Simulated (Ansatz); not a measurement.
Cost and result up the ladder for Te₄Pb₄ (the lowest singlet isomer of a short search) (8 atoms). Total charge 0; singlet. Geometry: PBE-D4/def2-SVP.

```xyz
8

Pb    0.9563    0.0425    2.3202
Pb   -0.8028   -2.3175   -0.5340
Pb   -1.9255    1.6036   -0.1407
Pb    1.7720    0.6715   -1.6454
Te   -1.9566   -0.7431    1.8202
Te   -1.0552   -0.0449   -2.5650
Te    0.8853    2.5623    0.5886
Te    2.1264   -1.7742    0.1562
```

Ansatz on 4 threads of Arm Neoverse V2 on a shared host. Times are rough, and most runs start from the orbitals of an earlier one. r2SCAN0-D4/def2-TZVP serves as the yardstick here, not as an exact answer. Differences are given only for rows in sets of like size (and for xTB, whose basis is part of the method), since another set adds its own error. Binding counts from free atoms at the same level (Pb triplet, Te triplet; other spins of the atoms weren't run), without zero-point energy or a counterpoise term.

In the def2 sets Pb, Te take a core potential; there is no spin–orbit coupling. Correlated methods freeze 32 core orbitals; core or outer-core shells of Pb, Te are correlated, in sets that lack core-valence functions. The rows differ in basis, and correlated rows in double-zeta sets carry the largest basis error. The structure comes from a short search, and lower isomers may exist.

Correlated methods converge slowly with the basis, most of all in double-zeta sets.

| level | functions | wall time |
| --- | --- | --- |
| PBE-D4/def2-SVP | 208 | 5 s |
| LDA (SPW92)/def2-TZVP | 400 | 7 s |
| PBE0-D4/def2-SVP | 208 | 11 s |
| MP2/def2-SVP | 208 | 12 s |
| PBE-D4/def2-TZVP | 400 | 12 s |
| RPA@PBE/def2-SVP | 208 | 17 s |
| r2SCAN-D4/def2-TZVP (with forces) | 400 | 29 s |
| PBE0-D4/def2-TZVP | 400 | 41 s |
| r2SCAN0-D4/def2-TZVP | 400 | 50 s |

Q: Estimate what each level gives for the binding energy per atom (eV).

A: 
| level | binding energy per atom (eV) | difference from r2SCAN0-D4/def2-TZVP (eV) |
| --- | --- | --- |
| PBE-D4/def2-SVP | 2.95 | – |
| LDA (SPW92)/def2-TZVP | 3.39 | 0.76 |
| PBE0-D4/def2-SVP | 2.78 | – |
| MP2/def2-SVP | 2.47 | – |
| PBE-D4/def2-TZVP | 2.96 | 0.33 |
| RPA@PBE/def2-SVP | 2.09 | – |
| r2SCAN-D4/def2-TZVP (with forces) | 2.75 | 0.12 |
| PBE0-D4/def2-TZVP | 2.81 | 0.18 |
| r2SCAN0-D4/def2-TZVP | 2.63 | 0.00 |
